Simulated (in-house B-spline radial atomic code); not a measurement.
Atomic self-consistent-field run: Tc (an excited or competing configuration). Computed with a B-spline radial code for spherical atoms: Dirac-Hartree-Fock, average of configuration, Fermi nucleus of rms radius 4.41117 fm.

Command:
```bash
python run_scf.py task.json out
```
Settings (nuclear radius in fm, mass in u):
```
Z                43
configuration    [Kr] 4d4 5s2 8p1
hamiltonian      dirac
method           hf
spin_polarised   False
nucleus          fermi
rms_radius       4.41117
atomic_mass      96.90636
speed_of_light   137.035999084
```

Output (hartree, bohr):
```
 radial grid: 92 intervals, B-splines of order 8, outer radius 144.5 bohr

 iter        energy (Eh)    residual
    1       -4277.024424    5.36e-01
    2       -4282.062563    1.90e-01
    3       -4283.578096    6.74e-02
    4       -4283.733639    3.12e-02
    5       -4283.756098    8.58e-03
    6       -4283.759190    2.53e-03
    7       -4283.759419    9.32e-04
    8       -4283.759457    1.91e-04
    9       -4283.759459    1.61e-05
   10       -4283.759459    2.29e-06
   11       -4283.759459    2.34e-07

 total energy                     -4283.75946
 kinetic                            4450.7640
 electron-nucleus                 -10338.8434
 electron-electron                  1604.3200

 first-order corrections (not in the total)
   Gaunt                             2.9229
   retardation                      -0.2910
   frequency dependence             -0.0192
   self-energy                       1.9652
   Uehling                          -0.2286
   Wichmann-Kroll                    0.0036
   recoil                            0.0170

 orbital      occ     eigenvalue          <r>       <r^2>       <1/r>     <1/r^2>       <r^4>       r_max    small
 1s1/2      2.000      -778.5795    0.0342719  0.00158561     44.7105     4231.27 6.52567e-06     0.02228  2.46e-02
 2s1/2      2.000      -114.2858     0.148945   0.0262205     10.2281     467.351  0.00119064      0.1261  5.10e-03
 2p1/2      2.000      -105.0532     0.127184   0.0198619     10.1687      150.44 0.000796121     0.09825  5.07e-03
 2p3/2      4.000      -100.6814     0.131807   0.0212057     9.66354     127.273  0.00089544      0.1021  4.90e-03
 3s1/2      2.000       -21.4917      0.41249    0.194819     3.52769      86.221   0.0584836      0.3712  1.38e-03
 3p1/2      2.000       -17.8886     0.407172    0.192838     3.41907     27.4865    0.060286      0.3591  1.32e-03
 3p3/2      4.000       -17.1308      0.41724    0.202293     3.30051     23.4499   0.0662057      0.3682  1.28e-03
 3d3/2      4.000       -10.8012     0.395924    0.187737     3.10235      12.235   0.0673261      0.3107  1.15e-03
 3d5/2      6.000       -10.6575     0.399312    0.190814     3.07117     11.9454   0.0694158      0.3134  1.14e-03
 4s1/2      2.000        -3.7099      1.05692     1.26192     1.28214     14.5033     2.38498      0.9481  3.07e-04
 4p1/2      2.000        -2.5333      1.14994     1.50996     1.16432      4.3131      3.5836       1.006  2.61e-04
 4p3/2      4.000        -2.4172      1.17713     1.58234     1.13152     3.71313     3.93995       1.029  2.51e-04
 4d3/2      1.600        -0.8241      1.56306     2.89834    0.842805     1.34069     15.5005       1.242  1.49e-04
 4d5/2      2.400        -0.8128      1.57781     2.95328    0.834114      1.3057     16.0932       1.253  1.47e-04
 5s1/2      2.000        -0.4993      3.04655     10.4847    0.415937     1.55522     168.358       2.629  4.01e-05
 8p1/2      0.333        -0.0205      35.8107     1434.34   0.0379189  0.00810058 2.73092e+06       37.81  8.39e-07
 8p3/2      0.667        -0.0204      36.0883     1456.59    0.037634  0.00741854 2.81516e+06       38.12  8.31e-07
```

Cost of the run: 7 s on 1 thread of Arm Neoverse N1 (shared host).

For the Dirac Hamiltonian the kinetic term is c α·p + (β - 1)c².
